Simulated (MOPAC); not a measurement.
MOPAC input (PM3):

```
PM3 PRECISE GNORM=0.05 LET XYZ UHF MS=0.5 GEO-OK AUX(PRECISION=9) THREADS=1
C2H4BO2

C    -2.01214200 1    0.22427500 1    0.56269000 1
C    -0.98846100 1   -0.54137900 1    0.29112200 1
B     0.42790600 1   -0.02811400 1   -0.12010500 1
O     0.65264200 1    1.31833200 1   -0.21389800 1
O     1.37717700 1   -0.98814200 1   -0.36629100 1
H    -3.04632300 1    0.11761100 1    0.85690400 1
H    -1.11768700 1   -1.62876900 1    0.35212100 1
H     1.54149200 1    1.58041100 1   -0.47061200 1
H     2.24806300 1   -0.66757700 1   -0.61925500 1
```

Output:

```
 *******************************************************************************
 **                                                                           **
 **                              MOPAC v23.2.5                                **
 **                                                                           **
 *******************************************************************************
 ** MOPAC's Digital Object Identifier: https://doi.org/10.5281/zenodo.6511958 **
 **                                                                           **
 ** Please cite the open-source release paper for use of this MOPAC version:  **
 ** J. E. Moussa and J. J. P. Stewart (2026)                                  **
 ** MOPAC: An open-source semiempirical molecular orbital program             **
 ** J. Open Source Softw., 11(119), 8025, https://doi.org/10.21105/joss.08025 **
 *******************************************************************************

                              PM3 CALCULATION RESULTS

 *******************************************************************************
 *  PM3        - The PM3 Hamiltonian to be used
 *  GEO-OK     - OVERRIDE INTERATOMIC DISTANCE AND OTHER SAFETY CHECKS
 *  UHF        - UNRESTRICTED HARTREE-FOCK CALCULATION
 *  MS=        - IN MECI, MAGNETIC COMPONENT OF SPIN =  0.5
 *  LET        - OVERRIDE SOME SAFETY CHECKS
 *  PRECISE    - TIGHTER CRITERIA TO BE USED
 *  XYZ        - CARTESIAN COORDINATE SYSTEM TO BE USED
 *  GNORM      - EXIT WHEN GRADIENT NORM DROPS BELOW 0.050
 *  AUX        - OUTPUT AUXILIARY INFORMATION
 *******************************************************************************
PM3 PRECISE GNORM=0.05 LET XYZ UHF MS=0.5 GEO-OK AUX(PRECISION=9) THREADS=1
 C2H4BO2

   ATOM   CHEMICAL          X               Y               Z
  NUMBER   SYMBOL      (ANGSTROMS)     (ANGSTROMS)     (ANGSTROMS)

     1       C         -2.01214200  *   0.22427500  *   0.56269000  *
     2       C         -0.98846100  *  -0.54137900  *   0.29112200  *
     3       B          0.42790600  *  -0.02811400  *  -0.12010500  *
     4       O          0.65264200  *   1.31833200  *  -0.21389800  *
     5       O          1.37717700  *  -0.98814200  *  -0.36629100  *
     6       H         -3.04632300  *   0.11761100  *   0.85690400  *
     7       H         -1.11768700  *  -1.62876900  *   0.35212100  *
     8       H          1.54149200  *   1.58041100  *  -0.47061200  *
     9       H          2.24806300  *  -0.66757700  *  -0.61925500  *

          CARTESIAN COORDINATES

    NO.       ATOM           X           Y           Z

     1         C         -2.0121      0.2243      0.5627
     2         C         -0.9885     -0.5414      0.2911
     3         B          0.4279     -0.0281     -0.1201
     4         O          0.6526      1.3183     -0.2139
     5         O          1.3772     -0.9881     -0.3663
     6         H         -3.0463      0.1176      0.8569
     7         H         -1.1177     -1.6288      0.3521
     8         H          1.5415      1.5804     -0.4706
     9         H          2.2481     -0.6676     -0.6193

  H: (PM3): J. J. P. STEWART, J. COMP. CHEM. 10, 209 (1989).
  B: (PM3): J. J. P. STEWART, J. MOL. MOD., 10, 155-164 (2004)
  C: (PM3): J. J. P. STEWART, J. COMP. CHEM. 10, 209 (1989).
  O: (PM3): J. J. P. STEWART, J. COMP. CHEM. 10, 209 (1989).

           Empirical Formula: C2 H4 O2 B  =     9 atoms

      MOLECULAR POINT GROUP   :   Cs

          UHF CALCULATION, NO. OF ALPHA ELECTRONS =   14
                           NO. OF BETA  ELECTRONS =   13

          Geometry optimization using EF

          DIAGONAL MATRIX USED AS START HESSIAN

 CYCLE:     1  GRAD.:    63.362 HEAT: -101.1312
 CYCLE:     2  GRAD.:   475.621 HEAT: -68.66042
 CYCLE:     3  GRAD.:   153.747 HEAT: -98.88283
 CYCLE:     4  GRAD.:   374.559 HEAT: -75.77859
 CYCLE:     5  GRAD.:   181.035 HEAT: -92.41253
 CYCLE:     6  GRAD.:   161.311 HEAT: -94.69252
 CYCLE:     7  GRAD.:   189.004 HEAT: -95.24375
 CYCLE:     8  GRAD.:   307.052 HEAT: -83.79583
 CYCLE:     9  GRAD.:   184.603 HEAT: -92.48003
 CYCLE:    10  GRAD.:   153.373 HEAT: -95.06846
 CYCLE:    11  GRAD.:   227.158 HEAT: -91.09381
 CYCLE:    12  GRAD.:   257.676 HEAT: -90.16593
 CYCLE:    13  GRAD.:   181.252 HEAT: -94.78353
 CYCLE:    14  GRAD.:   174.030 HEAT: -94.54949
 CYCLE:    15  GRAD.:   149.566 HEAT: -99.00884
 CYCLE:    16  GRAD.:   198.935 HEAT: -91.49755
 CYCLE:    17  GRAD.:    66.365 HEAT: -102.8297
 CYCLE:    18  GRAD.:    62.815 HEAT: -103.2276
 CYCLE:    19  GRAD.:     5.001 HEAT: -103.8998
 CYCLE:    20  GRAD.:     3.423 HEAT: -103.9465
 CYCLE:    21  GRAD.:     6.947 HEAT: -104.0918
 CYCLE:    22  GRAD.:     6.412 HEAT: -104.1636
 CYCLE:    23  GRAD.:     3.217 HEAT: -104.1972
 CYCLE:    24  GRAD.:     1.978 HEAT: -104.2099
 CYCLE:    25  GRAD.:     0.750 HEAT: -104.2155
 CYCLE:    26  GRAD.:     0.608 HEAT: -104.2180
 CYCLE:    27  GRAD.:     0.370 HEAT: -104.2193
 CYCLE:    28  GRAD.:     0.119 HEAT: -104.2195
 CYCLE:    29  GRAD.:     0.042 HEAT: -104.2195

     GRADIENT =  0.04238 IS LESS THAN CUTOFF =  0.05000

 -------------------------------------------------------------------------------
 PM3 PRECISE GNORM=0.05 LET XYZ UHF MS=0.5 GEO-OK AUX(PRECISION=9) THREADS=1
 C2H4BO2

     GEOMETRY OPTIMISED USING EIGENVECTOR FOLLOWING (EF).
     SCF FIELD WAS ACHIEVED

                              PM3 CALCULATION
                                                       MOPAC v23.2.5 Linux

          FINAL HEAT OF FORMATION =       -104.21949 KCAL/MOL =    -436.05433 KJ/MOL

          COSMO AREA              =        109.41 SQUARE ANGSTROMS
          COSMO VOLUME            =         93.24 CUBIC ANGSTROMS

          GRADIENT NORM           =          0.04238          =       0.01413 PER ATOM
          IONIZATION POTENTIAL    =          9.443843 EV
          ALPHA SOMO LUMO (EV)    =         -9.444  0.334
          BETA  SOMO LUMO (EV)    =        -10.704  0.868
          NO. OF ALPHA ELECTRONS  =         14
          NO. OF BETA  ELECTRONS  =         13
          MOLECULAR WEIGHT        =         70.8624         POINT GROUP:  Cs

          MOLECULAR DIMENSIONS (Angstroms)

            Atom       Atom       Distance
            H     9    H     6     5.50185
            H     8    H     7     3.78313
            B     3    C     2     0.00000

          SCF CALCULATIONS        =         30

   ATOM   CHEMICAL          X               Y               Z
  NUMBER   SYMBOL      (ANGSTROMS)     (ANGSTROMS)     (ANGSTROMS)

     1       C         -1.96691943  *   0.19149673  *   0.55066941  *
     2       C         -0.97269704  *  -0.60651788  *   0.28814413  *
     3       B          0.39129855  *  -0.05330884  *  -0.10920725  *
     4       O          0.60029443  *   1.30269315  *  -0.19877469  *
     5       O          1.39220195  *  -0.96456386  *  -0.37106245  *
     6       H         -2.94289029  *   0.52434994  *   0.81854129  *
     7       H         -1.07568472  *  -1.69940795  *   0.34186300  *
     8       H          1.46156304  *   1.59803820  *  -0.44845646  *
     9       H          2.24061546  *  -0.63240655  *  -0.61794758  *

                             CARTESIAN COORDINATES

   1    C       -1.966919426     0.191496731     0.550669410
   2    C       -0.972697039    -0.606517876     0.288144132
   3    B        0.391298545    -0.053308835    -0.109207247
   4    O        0.600294431     1.302693154    -0.198774690
   5    O        1.392201952    -0.964563856    -0.371062447
   6    H       -2.942890293     0.524349942     0.818541290
   7    H       -1.075684723    -1.699407948     0.341862996
   8    H        1.461563043     1.598038204    -0.448456464
   9    H        2.240615455    -0.632406550    -0.617947580

           Empirical Formula: C2 H4 O2 B  =     9 atoms

      MOLECULAR POINT GROUP   :   Cs

          ALPHA EIGENVALUES
 -39.01362 -37.68306 -32.65324 -22.55472 -19.20749 -18.52702 -16.49424 -15.55318
 -15.54929 -14.35424 -12.52614 -12.13468 -11.08370  -9.44384   0.33413   2.38283
   2.81368   3.06027   3.59254   4.33580   4.50167   5.17186   5.59875   6.17529

           BETA EIGENVALUES
 -39.00670 -37.67637 -32.15809 -21.81097 -19.08010 -18.18572 -16.45750 -15.63165
 -15.21503 -13.97936 -12.52251 -12.25067 -10.70391   0.86834   1.13451   2.55381
   2.65708   3.43515   3.86976   4.31697   4.61827   5.32134   5.79642   6.52249

              NET ATOMIC CHARGES AND DIPOLE CONTRIBUTIONS

  ATOM NO.   TYPE          CHARGE      No. of ELECS.   s-Pop       p-Pop
    1          C          -0.156402        4.1564     1.28477     2.87163
    2          C          -0.052150        4.0522     1.12651     2.92564
    3          B          -0.014544        3.0145     1.01955     1.99500
    4          O          -0.227359        6.2274     1.70671     4.52065
    5          O          -0.243450        6.2435     1.70936     4.53409
    6          H           0.175696        0.8243     0.82430
    7          H           0.124180        0.8758     0.87582
    8          H           0.196819        0.8032     0.80318
    9          H           0.197209        0.8028     0.80279
 DIPOLE           X         Y         Z       TOTAL
 POINT-CHG.    -0.211     0.058     0.058     0.226
 HYBRID         1.163     0.338    -0.336     1.256
 SUM            0.952     0.395    -0.278     1.067

          ATOMIC ORBITAL ELECTRON POPULATIONS

     Atom    s        px        py        pz
    1  C   1.28477   0.96346   0.99369   0.91448
    2  C   1.12651   0.93410   0.97307   1.01846
    3  B   1.01955   0.78360   0.64130   0.57009
    4  O   1.70671   1.37812   1.42128   1.72125
    5  O   1.70936   1.23751   1.57824   1.71834
    6  H   0.82430
    7  H   0.87582
    8  H   0.80318
    9  H   0.80279

                    (SZ)    =    0.500000
                    (S**2)  =    0.902712

          ATOMIC ORBITAL SPIN POPULATIONS

    Atom   Total    s     px     py     pz
         Atomic
    1  C  1.4113  0.114  0.260  0.682  0.355
    2  C -0.5223 -0.042 -0.096 -0.072 -0.312
    3  B  0.0947  0.042  0.041  0.008  0.004
    4  O -0.0172  0.000 -0.003 -0.001 -0.014
    5  O -0.0145  0.001 -0.003  0.001 -0.013
    6  H -0.0697 -0.070
    7  H  0.1066  0.107
    8  H  0.0049  0.005
    9  H  0.0062  0.006

 **********************
 *                    *
 * JOB ENDED NORMALLY *
 *                    *
 **********************

 == MOPAC DONE ==
```

The geometry given is a B3LYP-D3(BJ)/def2-TZVP minimum.

The determinant is spin-contaminated: <S^2> is 0.90 against 0.75 for a pure state.
